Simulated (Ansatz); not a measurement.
C₂H₇AlO₂ (`CC(O)[O][AlH2]`). Total charge 0; spin multiplicity 1.

```tsv
atom	x (Å)	y (Å)	z (Å)
C1	0.293	-1.564	-0.748
C2	0.597	-0.297	0.009
O3	0.177	-0.492	1.341
O4	-0.056	0.783	-0.577
Al5	-1.033	1.982	0.119
H6	-0.776	-1.778	-0.681
H7	0.848	-2.403	-0.327
H8	0.563	-1.441	-1.797
H9	1.678	-0.093	-0.007
H10	0.567	0.192	1.894
H11	-0.849	2.381	1.642
H12	-2.009	2.730	-0.868
```

Task: List the harmonic frequencies (cm⁻¹, unscaled) at PBE0-D4/def2-TZVP in Ansatz. (Estimate.)

Result: Ansatz gave: 63, 80, 185, 237, 354, 373, 457, 543, 607, 644, 712, 800, 906, 992, 1081, 1139, 1189, 1281, 1375, 1388, 1451, 1475, 1477, 1926, 1963, 2995, 3065, 3147, 3159, 3850.

Task: Is this a minimum?

Result: Yes, all 30 modes are real.

Task: Give the ideal-gas thermochemistry at 298.15 K and 1 bar (rigid rotor, harmonic oscillator; point group C1, symmetry number 1).

Result: Zero-point energy 232.8 kJ/mol; H(298) − E = 254.5 kJ/mol; entropy 349.8 J/(mol·K), of which translation 165.0, rotation 110.6, vibration 74.2; G(298) − E = 150.2 kJ/mol. Modes under 100 cm⁻¹ are hindered rotations or soft bends, so the harmonic entropy is rough.
